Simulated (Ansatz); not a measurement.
Reactions of `C[O][Ga]([SH])[Cl]`.

Program: Ansatz. Geometries: PBE0-D4/def2-TZVP. ΔE: electronic, gas phase. CCSD(T)/CBS adds triple-zeta CCSD(T) − MP2 to the extrapolated MP2 energy (def2 sets, frozen cores). This one scheme is used for every species, atoms too. For atomizations the MP2-based limit and the directly extrapolated one differ by several kJ/mol either way, and by 10 to 25 for some Ge, Se and Sn compounds, so smaller differences from it don't rank the levels. No spin–orbit coupling; open shells (•) take unrestricted orbitals. Spin–orbit coupling would lower the free atoms: a little for C, Cl, O, S; clearly for Ga. For Ga, Ge outer-core shells are correlated without core-valence functions, so the limit isn't a true one: a few kJ/mol of doubt a bond, and 10 to 20 or more in all where bonds break to atoms. Scalar relativity is left out up to krypton. One conformer a species, not always the lowest.

(1) Order these by ΔE at CCSD(T)/CBS, lowest first. (Best estimate.)
A. `C[O][Ga]([SH])[Cl]` + CH₃NH₂ → `C[NH][Ga]([SH])[Cl]` + CH₃OH
B. `C[O][Ga]([SH])[Cl]` → C• + Cl• + Ga• + 4 H• + O• + S•
C. `C[O][Ga]([SH])[Cl]` + HCl → `[SH][Ga]([Cl])[Cl]` + CH₃OH
D. `C[O][Ga]([SH])[Cl]` + `[CH3][GeH2][SH]` → `C[O][Ga]([CH3])[Cl]` + `[SH][GeH2][SH]`
E. `C[O][Ga]([SH])[Cl]` + CH₄ → `C[O][Ga]([CH3])[Cl]` + H₂S
F. `C[O][Ga]([SH])[Cl]` → `[CH2]` (triplet) + `[OH][Ga]([SH])[Cl]`
G. `C[O][Ga]([SH])[Cl]` + `O[SiH2]S[SiH2]F` → `CO[SiH2]S[SiH2]F` + `[OH][Ga]([SH])[Cl]`

Largest T1 diagnostic: 0.013, for Ga•.

## Answers

(1) C (-55.7 kJ/mol), G (-5.0 kJ/mol), A (+11.3 kJ/mol), D (+35.6 kJ/mol), E (+95.7 kJ/mol), F (+375.9 kJ/mol), B (+3053.8 kJ/mol).
